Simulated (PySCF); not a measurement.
Screening by computed properties: pick the candidate that meets the target.

Species are written as SMILES; each is one conformer at its optimised geometry, gas phase, non-relativistic unless stated. Electronic properties by PySCF.

The conformers computed, where there is a choice (atom-mapped SMILES and torsion angles):
- `[CH3:1][S:2](=[O:3])(=[O:4])[O:5][CH2:6][C:7](=[O:8])[C:9]([F:10])([F:11])[F:12]`: C1–S2–O5–C6 93°, S2–O5–C6–C7 36°, O5–C6–C7–O8 82°, C6–C7–C9–F10 161°
- `[CH3:1][C:2]#[C:3][CH2:4][Si@H:5]([CH2:6][Cl:7])[O:8][CH2:9][CH3:10]`: C3–C4–Si5–C6 -67°, C4–Si5–C6–Cl7 175°, C4–Si5–O8–C9 176°, Si5–O8–C9–C10 -153°
- `[CH3:1][SiH2:2]/[CH:3]=[C:4](/[Cl:5])[C:6](=[O:7])[CH:8]([CH3:9])[CH3:10]`: C1–Si2–C3–C4 -75°, C3–C4–C6–O7 1°, C4–C6–C8–C9 -83°
- `[CH3:1][C@@:2]([CH:3]=[O:4])([CH2:5][C:6]#[N:7])[SiH2:8][NH2:9]`: C1–C2–C3–O4 -34°, C1–C2–C5–C6 62°, C1–C2–Si8–N9 59°, H–N9–Si8–C2 179°, H–N9–Si8–C2 33°
- `[CH3:1][C:2]#[C:3][Si@@H:4]([Cl:5])[S:6][C:7]([CH3:8])=[S:9]`: C3–Si4–S6–C7 67°, Si4–S6–C7–C8 -179°
- `[CH3:1][CH2:2]/[CH:3]=[CH:4]\[SiH2:5][NH:6][SiH2:7][CH3:8]`: C1–C2–C3–C4 -120°, C3–C4–Si5–N6 -177°, C4–Si5–N6–Si7 176°, Si5–N6–Si7–C8 -174°

(1) Wanted: dipole moment above 5 D (PBE0/pcSseg-1) and HOMO–LUMO gap above 5.7 eV (PBE0/pcSseg-1), at GFN2-xTB geometries. Which candidate meets both?
A. `CC#CC[Si@H](CCl)OCC`
B. `N#CC1=CC=CC(Cl)=C1`
C. `CS(=O)(=O)OCC(=O)C(F)(F)F`
D. `N[SiH2][C@](C=O)(CC#N)C`
E. `CC#C[Si@@H](Cl)SC(C)=S`
F. `C[SiH2]/C=C(/Cl)C(=O)C(C)C`

(2) Wanted: smallest rotational constant between 0.55 GHz and 0.6 GHz (GFN2-xTB) and HOMO energy below -8 eV (PBE0/pcSseg-1), at GFN2-xTB geometries. Which candidate meets both?
A. `N([SiH2]C)[SiH2]/C=C\CC`
B. `CS(=O)(=O)OCC(=O)C(F)(F)F`
C. `c1(Cl)cccc(c1)C#N`
D. `C[SiH2]/C=C(/Cl)C(=O)C(C)C`

Answers

(1) C. Computed values:
```
                   species  dipole moment  HOMO–LUMO gap
       CC#CC[Si@H](CCl)OCC         1.06 D        7.50 eV
C[SiH2]/C=C(/Cl)C(=O)C(C)C         1.80 D        5.41 eV
    CC#C[Si@@H](Cl)SC(C)=S         2.26 D        4.51 eV
   N[SiH2][C@](C=O)(CC#N)C         2.47 D        6.27 eV
        N#CC1=CC=CC(Cl)=C1         3.92 D        5.94 eV
 CS(=O)(=O)OCC(=O)C(F)(F)F         5.68 D        6.76 eV
```

(2) B. Computed values:
| species | smallest rotational constant | HOMO energy |
| --- | --- | --- |
| N([SiH2]C)[SiH2]/C=C\CC | 0.406 GHz | -7.08 eV |
| C[SiH2]/C=C(/Cl)C(=O)C(C)C | 0.522 GHz | -7.74 eV |
| CS(=O)(=O)OCC(=O)C(F)(F)F | 0.577 GHz | -8.09 eV |
| c1(Cl)cccc(c1)C#N | 0.680 GHz | -7.86 eV |
